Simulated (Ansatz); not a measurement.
C₂H₆Cl₂GaN, SMILES `C[N](C)[Ga]([Cl])[Cl]`, 12 atoms. The species carries charge 0 and has multiplicity 1. Correlated methods include outer-core shells of Ga, which these sets cover unevenly. Scalar relativity is left out up to krypton. All runs use 2 threads of an AMD EPYC 7R13 on a shared host and a share of an NVIDIA H100 80 GB. Correlated methods freeze the cores. Open-shell runs search over several starts.

Give the basis size and wall time and peak host memory of each of these runs in Ansatz. RKS BLYP-D4/def2-TZVPP energy; UKS r2SCAN-D4/def2-TZVPP energy of the cation; UKS ωB97X-V/def2-TZVPP energy of the cation; UKS B3LYP-D4/def2-TZVPP energy of the cation; RKS PBE0-D4/def2-TZVP frequencies; UHF-CCSD(T)/def2-TZVPP energy of the cation; UKS PBE-D4/def2-TZVPP energy of the cation; UKS B2PLYP (frozen core)/def2-TZVPP energy of the cation; RKS B2PLYP (frozen core)/def2-TZVPP energy; RKS ωB97M-V/def2-QZVPP energy; RHF-CCSD(T)/def2-TZVPP energy; RHF-MP2/def2-QZVPP energy. (An estimate is asked.)

Computed: Other jobs shared the machine, so times are rough.

| level | job | functions | wall time | peak host memory (GiB) |
| --- | --- | --- | --- | --- |
| RKS B2PLYP (frozen core)/def2-TZVPP | energy | 309 | 3.6 s | 1.4 |
| RKS BLYP-D4/def2-TZVPP | energy | 309 | 3.9 s | 0.84 |
| RHF-CCSD(T)/def2-TZVPP | energy | 309 | 7 s | 0.86 |
| UKS B3LYP-D4/def2-TZVPP | energy of the cation | 309 | 7.5 s | 0.91 |
| RHF-MP2/def2-QZVPP | energy | 580 | 8.5 s | 1.2 |
| UKS ωB97X-V/def2-TZVPP | energy of the cation | 309 | 9 s | 1.1 |
| UKS r2SCAN-D4/def2-TZVPP | energy of the cation | 309 | 9.5 s | 0.97 |
| RKS ωB97M-V/def2-QZVPP | energy | 580 | 11 s | 1.3 |
| UKS PBE-D4/def2-TZVPP | energy of the cation | 309 | 13 s | 0.91 |
| UKS B2PLYP (frozen core)/def2-TZVPP | energy of the cation | 309 | 16 s | 1.4 |
| UHF-CCSD(T)/def2-TZVPP | energy of the cation | 309 | 65 s | 1.3 |
| RKS PBE0-D4/def2-TZVP | frequencies | 251 | 2.5 min | 0.94 |

B3LYP here is the variant with VWN-RPA as its local correlation; programs differ in this.
